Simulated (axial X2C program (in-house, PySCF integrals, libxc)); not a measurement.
# Which molecule has these constants?

All values come from calculations with an axial X2C code built on PySCF integrals, spin-free (one-electron X2C) or two-component (2c: spin–orbit coupling with atomic mean-field Coulomb and Gaunt terms, which also bring small scalar terms), in Dyall basis sets with cores contracted in-house; open shells are unrestricted.

A two-component PBE0 calculation in a Dyall 3-zeta basis gave Re = 2.457 Å, ωe = 296.2 cm⁻¹, De = 1.50 eV, Ω = 0.

Question: Which molecule is it?
A. ICl⁻
B. YCl⁻
C. SnCl⁻
D. SrCl⁻
E. TeCl⁻

Answer: E. The others have SrCl⁻ 2.675 Å and 242.0 cm⁻¹ (Ω = 0); YCl⁻ 2.520 Å and 286.7 cm⁻¹ (Ω = 3/2); ICl⁻ 2.906 Å and 165.8 cm⁻¹ (Ω = 1/2); SnCl⁻ 2.534 Å and 248.7 cm⁻¹ (Ω = 1).

Each entry is the lowest single determinant of a limited PBE0 search at one distance. De goes to single-determinant-based atoms at the same level (for ions the charge split of lowest energy) and is withheld (n/a) where an atom does not fit its ground term or J level. Main or longest-lived isotopes. One determinant is a doubtful description, or other states lie close, for YCl⁻, SnCl⁻; these need not be ground states, and all values refer to the states named. Some open-shell Ω = 0 determinants are out of reach, so the Ω given for SnCl⁻ need not be the lowest component. With several unpaired electrons the Ω given is that of one determinant, not necessarily of the lowest component. The functionals have no current term, which raises determinants with orbital currents.
